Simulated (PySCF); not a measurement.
A database entry of computed molecular properties. Lists by class give the value and the number of equivalent atoms.

```json
{
 "formula": "C3H9Al",
 "smiles": "CC[CH2][AlH2]",
 "charge": 0,
 "multiplicity": 1,
 "geometry_level": "PBE0-D3(BJ)/def2-SVP",
 "electronic_structure_code": "PySCF",
 "results": {
  "PBE0-D3(BJ)/def2-SVP geometry optimisation, gas phase": {
   "point_group": "C1",
   "rotational_constants_GHz": [10.556, 3.066, 2.665]
  },
  "CAM-B3LYP/def2-SVPD ground state, ΔSCF and vertical TDDFT (core frozen in the response)": {
   "dipole_D": 0.9,
   "homo_eV": -8.89,
   "lumo_eV": -0.35,
   "S1_eV": 4.99,
   "strongest_line_of_10_singlets_eV": 8.05,
   "T1_tda_eV": 4.67,
   "polarisability_au": 67.1,
   "vertical_ip_eV": 9.73,
   "r2_bohr2_about_centre_of_nuclear_charge": 525.2,
   "singlets_eV_and_f": [
    [4.99, 0.001],
    [5.52, 0.0],
    [7.02, 0.042],
    [7.63, 0.0],
    [7.77, 0.004],
    [7.83, 0.023],
    [7.9, 0.023],
    [8.0, 0.081],
    [8.05, 0.148],
    [8.19, 0.099]
   ],
   "triplets_tda_eV": [4.67, 5.02, 6.56, 7.21]
  },
  "PBE/pcSseg-2 ground state and GIAO shieldings, non-relativistic": {
   "shift_vs_computed_TMS_C_by_class_ppm": [
    [25.4, 1],
    [25.4, 1],
    [23.4, 1]
   ],
   "shift_vs_computed_TMS_H_by_class_ppm": [
    [5.75, 2],
    [1.93, 2],
    [0.98, 3],
    [0.78, 2]
   ],
   "shielding_other_nuclei_by_class_ppm": [
    ["Al", 232.3, 1]
   ]
  },
  "delta-SCF UKS SCAN, pcX-2 on the ionised atom, pcseg-1 elsewhere, spin-free X2C": {
   "core_binding_eV": [
    ["C1s", 289.63, 1],
    ["C1s", 290.56, 1],
    ["C1s", 290.62, 1],
    ["Al1s", 1566.75, 1]
   ]
  }
 }
}
```

The polarisability is 9.94 Å³ as a volume (1 au = 0.148185 Å³), or 1.68 au for each of the 40 electrons. The rotational constants make it an asymmetric top with κ = (2B − A − C)/(A − C) = -0.90, nearer the prolate limit (−1).

One conformer (not necessarily the lowest) at the PBE0-D3(BJ)/def2-SVP geometry, without solvent or vibrations. NMR classes are plain means over equivalent atoms (diastereotopic ones count apart unless rotation or inversion swaps them), as if these changed places fast; in this geometry the members of some classes differ.

Shape of the structure used: `[CH3:1][CH2:2][CH2:3][AlH2:4]`: C1–C2–C3–Al4 63°.
